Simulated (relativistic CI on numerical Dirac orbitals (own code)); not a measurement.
**Hyperfine structure of Hg10+, mass number 201**

Method of calculation: Dirac-Coulomb-Breit CI, KLI orbitals optimised for each configuration, QED by a radiative potential, unscaled Slater integrals (own radial code, finite nucleus).

Configurations in the expansion (outside the closed core [Kr] 4d10 4f14): 5s²5p⁶5d², 5s²5p⁶5d6s, 5s²5p⁶5d5f, 5s²5p⁵5d³, 5s²5p⁶6s², 5s²5p⁶5d6p, 5s²5p⁶5f², 5s²5p⁶5d5g, 5s²5p⁶6s6p, 5s²5p⁶5f6s, 5s5p⁶5d³, 5s²5p⁶5d6d, 5s²5p⁵5d²5f, 5s²5p⁶6p², 5s²5p⁶5f6p. Double excitations out of closed p, d and f shells are left out; levels of such configurations are missing from the list, as are those of other unlisted configurations, and high levels can miss mixing partners. Some configurations lack a partner that the ground configuration has and come out too high, among them 5s²5p⁵5d²5f.

Nuclear spin I = 3/2, μ = -0.558 μN, Q = 0.387 b (tables of Stone and Pyykkö). The electronic factors are computed for point nuclear moments, without core polarisation or the Bohr-Weisskopf and QED corrections.

| Level | E (eV) | A (MHz) | B (MHz) |
| --- | --- | --- | --- |
| 5s²5p⁶5d² ³F2 | 0.0000 | -1553 | 222 |
| 5s²5p⁶5d² ³F3 | 2.4986 | -883.2 | 439 |
| 5s²5p⁶5d² ³F4 | 4.0921 | -832 | 1370 |
| 5s²5p⁶5d² ³P1 | 4.5547 | 72.72 | 481 |
| 5s²5p⁶5d² ¹G4 | 6.6638 | -731.2 | 2110 |
| 5s²5p⁶5d² ³P2 | 7.3082 | -606.8 | -775 |
| 5s²5p⁶5d6s ³D1 | 39.3772 | 9226 | 579 |
| 5s²5p⁶5d6s ³D2 | 39.7136 | -11840 | 1050 |

Levels with J = 0, under 50 % of one LS term, or S terms without an open s electron are left out. Small factors come from cancelling terms and can be off by tens of per cent or more.

At this charge transitions that keep the count of f electrons are usually good to a few per cent. Terms inside the open d or f shell come out 10 to 20 % too wide with unscaled integrals. Levels and lines within the n = 5 or 6 shells can be off by up to 10 % or somewhat more, and those that change n by about 2 %, since core polarisation is missing. Levels that differ in their count of f electrons can be misplaced by several ten thousand cm⁻¹, since the correlation energy of f electrons is missing or only estimated; rates across such gaps can be off by orders of magnitude.

**Question.** Give the hyperfine levels of 5s²5p⁶5d² ³F2 relative to its centre of gravity.

**Answer.** With K = F(F + 1) − I(I + 1) − J(J + 1), E = AK/2 + B[¾K(K + 1) − I(I + 1)J(J + 1)]/[2I(2I − 1)J(2J − 1)]: F = 1/2: 7183, F = 3/2: 4659, F = 5/2: 637.7, F = 7/2: -4604 MHz.

LS names give the leading component of a level, which can be under half, so a name can repeat, a term be missing and a line seem to break the LS rules.
